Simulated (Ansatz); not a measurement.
Input file for Ansatz (a quantum-chemistry and plane-wave program): R-wB97X-V/def2-TZVPPD on HF (SMILES F) with ghost functions. Files ending in .json are basis or fitting sets from the Basis Set Exchange.

Ansatz 0.2 input:
```yaml
crystal:
  periodic: [false, false, false]
  atoms:
    - {symbol: F, position_ang: [-1.03147447, -0.69405524, 3.54408747]}
    - {symbol: H, position_ang: [-0.49638963, -0.90051665, 2.80899108]}
basis:
  gaussian:
    orbitals: def2-TZVPPD.json
    ghost_atoms:
      - {symbol: Sn, position_ang: [0.14919305, 0.27148969, 0.13691022]}
      - {symbol: H, position_ang: [-1.49090734, 0.31754174, -0.32031598]}
      - {symbol: H, position_ang: [0.34529275, -0.96304735, 1.32508418]}
      - {symbol: H, position_ang: [1.13871927, -0.15042624, -1.18625680]}
      - {symbol: H, position_ang: [0.64312129, 1.75223943, 0.81846569]}
hamiltonian:
  xc: {name: wB97X-V}
scf: {lower_state_search: off}
```

The log:

```
WARN ansatz: RAYON_NUM_THREADS=1 ignored (pool sized by the plan → 1); use --threads N
Functional definition: wB97X-V
these checks for a lower state are left out or cut short: stability, starts, cluster_reference, orbital_swaps, neighbouring_geometries, increment
integrals: 0.09 GiB planned
782 factors; their error is unknown
integrals: 0.13 GiB planned
257 factors; integrals over basis functions are off by at most 3.8e-5 eV
mean field: 0.76 GiB planned
mean field evaluation 1: about -2732.2830 eV, gradient 3.0e1 eV
mean field evaluation 2: about -2732.2012 eV, gradient 3.4e1 eV
mean field evaluation 4: about -2733.5555 eV, gradient 2.5e-1 eV
mean field evaluation 8: about -2733.5614 eV, gradient 9.8e-3 eV
mean field -2733.56142978 eV, -100.4565296699 hartree, gradient 1.9e-6 eV, S^2 0.000000; 0 other end points of the search recorded, 0 dependent functions left out
reference -2733.56142806 eV, -100.4565296068 hartree; 5, 5 occupied and 176, 176 virtual orbitals, 782 factors
Total energy: -2733.56142806 eV, -100.4565296068 hartree
Checks for a lower state left out: stability, starts, cluster_reference, orbital_swaps, neighbouring_geometries, increment
```

The calculation finished and met its thresholds.

Cost: very roughly 4 core-seconds.
